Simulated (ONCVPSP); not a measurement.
# Scattering properties, ONCV potential for lead

Pb (Z = 82), optimised norm-conserving Vanderbilt (ONCV), made with ONCVPSP 4.0.1 (PBE, fully relativistic). Core [Xe] 4f14, reference 5d10 6s1.75 6p2.25. Waves: 6s: rc 2.10 bohr, ncon 4, nbas 8, qcut 2.7 1/bohr, 1 projector; 6p: rc 2.80 bohr, ncon 3, nbas 7, qcut 2.3 1/bohr, 2 projectors, debl 1.8 Ha; 5d: rc 2.05 bohr, ncon 3, nbas 8, qcut 8.7 1/bohr, 2 projectors, debl 0.7 Ha. Local part: polynomial inside 1.35 bohr (lpopt 1, dvloc0 1 Ha). Core correction: polynomial model core, fcfact 0.65.

Open shells are filled in proportion to 2j + 1.

In the d channel the program set the typed energies aside and used -0.753, 0.250 Ha (j = l + 1/2; the other j can differ).

The phase is arctan(r·R′/R) of the radial function R(r), unwrapped; energies in Ha, scanned from -2 to 5 Ha. A pole is an energy at which the radial function vanishes at the test radius. The pseudo phase is shifted by a multiple of π to meet the all-electron one at the reference energy, and phase errors are pseudo minus all-electron; the curves can meet again beyond the range given. Levels narrower than the energy grid can be missing from the lists of poles.

Question: For each channel, where are the poles, and over which energies does the pseudopotential scatter like the atom?

Answer:

| channel | radius (bohr) | reference energy (Ha) | poles, all-electron | poles, pseudo | unbroken range about the reference energy with phases within 0.05 rad | phase error 1 Ha above the reference energy (rad) |
| --- | --- | --- | --- | --- | --- | --- |
| s | 2.13 | -0.45 | 1.25 | 1.13, 4.99 | below 1.8 | -0.006 |
| p3/2 | 2.84 | -0.12 | 0.79, 4.58 | 0.78, 4.55 | below 2.1 | -0.003 |
| p1/2 | 2.84 | -0.18 | 0.51, 4.11 | 0.51, 2.02, 4.27 | below 1.8 | -0.002 |
| d5/2 | 2.08 | -0.75 | -0.44, 4.90 | -0.44, 4.87 | the whole range | -0.000 |
| d3/2 | 2.08 | -0.85 | -0.58, 4.73 | -0.58, 4.72 | the whole range | -0.000 |

Note: ghosts flagged at negative energy: s at -73.4 eV; GHOST(+) flagged for p3/2 at 41.7 eV, p1/2 at 55.6 eV. A true bound ghost makes a file unfit for plane-wave use.

Phases in the d5/2 channel:

```json
{"E (Ha)": "-1.98", "all-electron": "1.173", "pseudo": "1.173"}
{"E (Ha)": "-1.62", "all-electron": "1.042", "pseudo": "1.042"}
{"E (Ha)": "-1.26", "all-electron": "0.625", "pseudo": "0.625"}
{"E (Ha)": "-0.90", "all-electron": "-0.924", "pseudo": "-0.924"}
{"E (Ha)": "-0.54", "all-electron": "-1.508", "pseudo": "-1.508"}
{"E (Ha)": "-0.18", "all-electron": "-1.689", "pseudo": "-1.689"}
{"E (Ha)": "0.18", "all-electron": "-1.810", "pseudo": "-1.810"}
{"E (Ha)": "0.54", "all-electron": "-1.941", "pseudo": "-1.941"}
{"E (Ha)": "0.90", "all-electron": "-2.140", "pseudo": "-2.140"}
{"E (Ha)": "1.26", "all-electron": "-2.543", "pseudo": "-2.543"}
{"E (Ha)": "1.62", "all-electron": "-3.327", "pseudo": "-3.327"}
{"E (Ha)": "1.98", "all-electron": "-3.983", "pseudo": "-3.984"}
{"E (Ha)": "2.34", "all-electron": "-4.282", "pseudo": "-4.283"}
{"E (Ha)": "2.70", "all-electron": "-4.431", "pseudo": "-4.432"}
{"E (Ha)": "3.06", "all-electron": "-4.519", "pseudo": "-4.519"}
{"E (Ha)": "3.42", "all-electron": "-4.577", "pseudo": "-4.578"}
{"E (Ha)": "3.78", "all-electron": "-4.621", "pseudo": "-4.622"}
{"E (Ha)": "4.14", "all-electron": "-4.655", "pseudo": "-4.656"}
{"E (Ha)": "4.50", "all-electron": "-4.684", "pseudo": "-4.685"}
{"E (Ha)": "4.86", "all-electron": "-4.710", "pseudo": "-4.711"}
```
